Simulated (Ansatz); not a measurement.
C2H9BSSi (`CBS[SiH2]C`). The species carries charge 0 and has multiplicity 1. Geometry: relaxed with PBE0-D4/def2-TZVP. It is one conformer, not always the lowest.

```xyz
14

C     1.321    0.604   -2.446
B     0.517    0.524   -1.115
S     1.360    0.404    0.460
Si   -0.341    0.309    1.780
C    -1.264   -1.298    1.582
H     2.405    0.567   -2.331
H     1.057    1.528   -2.975
H     1.009   -0.208   -3.113
H    -0.683    0.547   -1.126
H    -1.228    1.469    1.507
H     0.213    0.434    3.154
H    -1.646   -1.396    0.564
H    -2.110   -1.338    2.273
H    -0.608   -2.146    1.787
```

(1) What is the dipole moment at B3LYP/def2-TZVPP? (An estimate is asked.)

(2) And with PBE, r2SCAN, ωB97M-V? (Estimate.)

(3) Give the Mulliken charges with B3LYP, PBE, ωB97M-V in def2-TZVPP. (Estimate.)

Answers

(1) The calculation gave: 1.22 D, with components (-1.02, -0.66, -0.16) D in this frame, pointing from negative to positive charge.

(2) Computed: PBE 1.19 D, r2SCAN 1.27 D, ωB97M-V 1.23 D.

(3) The calculation gave: 
| atom | B3LYP | PBE | ωB97M-V |
| --- | --- | --- | --- |
| C1 | -0.28 | -0.31 | -0.31 |
| B2 | 0.06 | 0.06 | -0.02 |
| S3 | -0.24 | -0.20 | -0.20 |
| Si4 | 0.37 | 0.29 | 0.26 |
| C5 | -0.38 | -0.36 | -0.43 |
| H6 | 0.09 | 0.10 | 0.10 |
| H7 | 0.09 | 0.11 | 0.11 |
| H8 | 0.09 | 0.10 | 0.11 |
| H9 | 0.01 | 0.00 | 0.05 |
| H10 | -0.07 | -0.05 | -0.02 |
| H11 | -0.07 | -0.06 | -0.03 |
| H12 | 0.11 | 0.11 | 0.12 |
| H13 | 0.10 | 0.11 | 0.12 |
| H14 | 0.11 | 0.11 | 0.13 |

B3LYP here is the variant with VWN-RPA as its local correlation; programs differ in this.
